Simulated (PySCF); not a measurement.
Zn(OMe)(SH) (CH4OSZn), SMILES [SH][Zn][O]C. Geometry optimised at PBE-D3(BJ)/def2-SVP. Other conformers were not sampled.

**Question.** Give the equilibrium geometry at PBE-D3(BJ)/def2-SVP (PySCF confirms it by a frequency run) as bond lengths and angles. (The exact figures need the calculation; the answer reports its results.)

**Answer.** One answer among several that fit: 
Atoms: Zn1 O2 C3 H4 H5 H6 S7 H8. Bonded distances (Å): Zn1–O2 1.787, Zn1–S7 2.173, O2–C3 1.404, C3–H4 1.119, C3–H5 1.115, C3–H6 1.119, S7–H8 1.365. Bond angles (°): O2–Zn1–S7 174.0, Zn1–O2–C3 124.4, O2–C3–H4 113.9, O2–C3–H5 108.9, O2–C3–H6 113.9, H4–C3–H5 106.4, H4–C3–H6 106.8, H5–C3–H6 106.4, Zn1–S7–H8 92.0.
Charge 0, spin multiplicity 1.
